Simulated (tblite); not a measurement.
Compound: C₃H₇B₂F₃.
SMILES with atom numbers: `[BH2:1][CH2:2][BH:3][CH2:4][C:5]([F:6])([F:7])[F:8]` (hydrogens: H9, H10 on B1; H11, H12 on C2; H13 on B3; H14, H15 on C4)

Computed with GFN2-xTB (tblite), gas phase: nudged elastic band of 9 images (0 to 8), spring 0.2 eV/Å², climbing image at the end, force threshold 0.05 eV/Å. The top image wasn't refined or checked by frequencies; at this threshold it can lie a kcal/mol or more above the true saddle point of the method.

The band describes a rotation about C4–C5 (sp3 carbon bound to boron, CF3 carbon), followed by the dihedral B3–C4–C5–F8, from the optimised start (62°) to a second optimised geometry at -179°.

**Question.** Give the energy profile along the converged band.

**Answer.** 
```
image  dihedral (°)  E (kcal/mol)  C4–C5 (Å)  B3···F8 (Å)  largest true force (eV/Å)
    0            62          0.00      1.508         3.02                       0.01
    1            76          0.38      1.509         3.17                       0.04
    2            91          1.22      1.513         3.32                       0.05
    3           106          2.07      1.517         3.47                       0.05
    4           122          2.41      1.518         3.60                       0.04
    5           137          2.03      1.517         3.70                       0.06
    6           152          1.16      1.513         3.76                       0.06
    7           167          0.32      1.509         3.79                       0.04
    8          -179          0.00      1.508         3.80                       0.01
```

Barriers of this band. The top is image 4 at 122°: 2.4 kcal/mol in either direction, as the ends lie within 0.002 eV of each other. The central bond is 0.010 Å longer at the top than at the start.

**Question.** What rate follows at 200 K for crossing this barrier forward?

**Answer.** Taking the electronic barrier for the free energy of activation (no zero-point or entropy terms, transmission 1), rate = (kT/h)·exp(−ΔE/kT) ≈ 1 × 10^10 s⁻¹, whose inverse is 1 × 10^-10 s. An error of 1 kcal/mol in the barrier changes this by a factor of 12, and the method and the loose band can each miss by that much or more.

What follows is the cost of the whole band run. The run took about 6 s of CPU time (one thread, shared machine).
